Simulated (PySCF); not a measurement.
PySCF input file for C4H10N2, SMILES N[C@@H](CN)C=C, SMD-B3LYP/def2-SVP. The structure is a stationary point at B3LYP-D3(BJ)/def2-SVP. The values are those of a single conformer.

```python
import numpy as np
from pyscf import gto, scf, dft
from pyscf.solvent import smd

mol = gto.M(
    atom='''
    C     2.22490351    0.36207359   -1.02278522
    C     1.06577226    0.54448185   -0.38400351
    C     0.18521744   -0.55224265    0.16224332
    N     0.06212252   -0.50770827    1.62424745
    C    -1.22820499   -0.53777477   -0.46361545
    N    -2.08115480    0.59205175   -0.13367349
    H     2.61555399   -0.64350897   -1.21407964
    H     2.82735350    1.20214304   -1.37964902
    H     0.71117012    1.56963365   -0.20554568
    H     0.64162114   -1.52204825   -0.10323074
    H    -0.32376611    0.39776930    1.89965004
    H     0.98912373   -0.54637850    2.04882753
    H    -1.74192080   -1.45690275   -0.13754139
    H    -1.12486721   -0.59563646   -1.56023567
    H    -1.66003206    1.48171253   -0.39681589
    H    -2.28713978    0.62358371    0.86356806
    ''',
    basis='def2-SVP',
    charge=0,
    spin=0,
    max_memory=1600,
    verbose=3,
)
mf = dft.RKS(mol, xc='b3lyp').density_fit(auxbasis='def2-universal-jkfit')
mf.grids.level = 3
mf.conv_tol = 1e-9
mf.max_cycle = 100
mf.kernel()
res = {}
for name in ['water', 'acetone', 'chloroform']:
    s = mf.SMD()
    s.with_solvent.solvent, s.with_solvent.sasa_ng = name, 194
    s.kernel(mf.make_rdm1())
    res[name] = (s.e_tot, s.with_solvent.get_cds(), s.dip_moment(), s.mo_energy, s.converged)
    print(f'SMD {name}: dG(solv) = {(s.e_tot - mf.e_tot) * 627.509474:.3f} kcal/mol, of which CDS {res[name][1] * 627.509474:.3f}')
```

Output:

```
converged SCF energy = -267.715782584125
converged SCF energy = -267.726717313113
Dipole moment(X, Y, Z, Debye):  1.63123,  1.60293,  0.84608
SMD water: dG(solv) = -6.862 kcal/mol, of which CDS 1.531
converged SCF energy = -267.726726844384
Dipole moment(X, Y, Z, Debye):  1.61759,  1.55924,  0.82303
SMD acetone: dG(solv) = -6.868 kcal/mol, of which CDS 0.987
converged SCF energy = -267.725038261345
Dipole moment(X, Y, Z, Debye):  1.56048,  1.41041,  0.74253
SMD chloroform: dG(solv) = -5.808 kcal/mol, of which CDS -0.033
```

The run converged.

Cost: roughly 4 core-minutes.
